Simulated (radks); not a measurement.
Problem. Species: the gadolinium ion Gd28+. Configuration: [Kr] (the NIST ground configuration). Method: Dirac Kohn-Sham, PBE, spin-unpolarised, spherical densities, point nucleus; computed with a radial shooting solver on a logarithmic mesh with Libxc functionals. Some entries of the table are withheld. Estimate them.

orbital,occ.,eigenvalue (eV),<1/r> (bohr^-1),<r^2> (bohr^2)
1s1/2,2,-51023.64,71.68,0.0006548
2s1/2,2,(1),(2),0.01020
2p1/2,2,(3),17.08,0.007405
2p3/2,4,(4),15.10,0.008633
3s1/2,2,-2764.943,6.299,0.06680
3p1/2,2,-2586.765,6.215,(5)
3p3/2,4,-2440.489,5.714,(6)
3d3/2,4,-2137.128,5.593,0.05432
3d5/2,6,-2104.936,5.468,0.05615
4s1/2,2,-1196.287,2.912,0.2851
4p1/2,2,-1123.218,2.841,0.2880
4p3/2,4,-1080.863,2.681,0.3102
4d3/2,0,-960.7071,2.557,0.3092
4d5/2,0,-951.7356,2.519,0.3156
5s1/2,0,-663.0502,1.646,0.8671

Solution. 
(1) 2s1/2 eigenvalue (eV): -9231.560
(2) 2s1/2 <1/r> (bohr^-1): 17.11
(3) 2p1/2 eigenvalue (eV): -8815.912
(4) 2p3/2 eigenvalue (eV): -8119.352
(5) 3p1/2 <r^2> (bohr^2): 0.06203
(6) 3p3/2 <r^2> (bohr^2): 0.06870
